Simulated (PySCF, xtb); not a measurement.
ClH5SSi2, SMILES [SiH3]S[SiH2]Cl.

GFN2-xTB in xtb at its own geometry gives an orbital gap of 4.44 eV and a dipole moment of 2.18 D.

Coordinates come from a PBE0-D3(BJ)/def2-SVP optimisation. This is a generated structure with no PubChem entry under its InChIKey; it may be hypothetical. Other conformers were not sampled.

Q: What does ωB97X/def2-TZVP (PySCF) give? (The exact figures need the calculation; the answer reports its results.)

A: gap 11.85 eV (levels -10.12 and 1.73 eV), dipole 0.93 D.
